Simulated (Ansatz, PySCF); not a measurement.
Complex: H2O (SMILES O) (first 3 atoms) with CH2O (SMILES C=O); geometry from B3LYP-D3(BJ)/def2-TZVP, rigid monomers moved along the line of their centres of mass till H2···O5 is 3.57 Å.
(charge 0, multiplicity 1):
```xyz
7

O      0.27470    -0.11455     0.53960
H     -0.46270    -0.44100     1.07826
H     -0.04262    -0.11150    -0.36776
C     -0.89037    -0.56201     5.05942
O     -1.76931    -0.98611     4.35403
H      0.02983    -0.12453     4.63685
H     -0.97288    -0.59518     6.16051
```

Monomers are frozen at their geometry in the pair; levels with a basis set take the counterpoise correction.

Cores are frozen in the correlated methods. CBS(a, b) extrapolates the correlation energy as X⁻³ and adds the Hartree–Fock energy of set b.

Programs: Ansatz (a program for electronic structure) with Gaussian orbitals; PySCF for the dispersion terms. Each number belongs to the level named beside it.

PBE/def2-TZVPPD gives -1.16 kcal/mol for the interaction energy.

How do the other levels lie against it? Give each less PBE: PBE-D3(BJ)/def2-TZVPPD, r2SCAN/def2-TZVPPD, PBE0/def2-TZVPPD, wB97M-V/def2-TZVPPD, MP2/CBS(aug-cc-pVDZ, aug-cc-pVTZ), CCSD(T)/CBS(aug-cc-pVDZ, aug-cc-pVTZ).

PBE-D3(BJ)/def2-TZVPPD -0.16; r2SCAN/def2-TZVPPD -0.01; PBE0/def2-TZVPPD -0.04; wB97M-V/def2-TZVPPD -0.15; MP2/CBS(aug-cc-pVDZ, aug-cc-pVTZ) -0.13; CCSD(T)/CBS(aug-cc-pVDZ, aug-cc-pVTZ) -0.14 kcal/mol. 0 of 6 lie above PBE; the widest gap is to PBE-D3(BJ)/def2-TZVPPD.
